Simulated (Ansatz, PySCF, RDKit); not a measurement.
Dimer: CH4O (SMILES CO) (first 6 atoms) with H2 (SMILES [H][H]); geometry from B3LYP-D3(BJ)/def2-TZVP, rigid monomers moved along the line of their centres of mass till O2···H7 is 2.92 Å.
(charge 0, multiplicity 1):
```xyz
8

C      0.686     0.349    -0.355
O     -0.661     0.203     0.077
H      1.373    -0.281     0.219
H      0.956     1.391    -0.190
H      0.802     0.125    -1.420
H     -0.936    -0.707    -0.072
H     -0.224    -0.279     2.920
H      0.045    -0.518     3.573
```

Interaction energies are E(AB) − E(A) − E(B) at the monomers' geometry in the complex; basis-set methods are counterpoise corrected. RDKit's UFF carries no charges.

Frozen-core correlation. CBS: X⁻³ extrapolation of the correlation energy, Hartree–Fock from the larger set.

Programs: Ansatz (an electronic-structure program); PySCF for the dispersion terms; RDKit for the force fields. Each number belongs to the level named beside it.

Question: What interaction energy does UFF give?

Answer: -13 meV
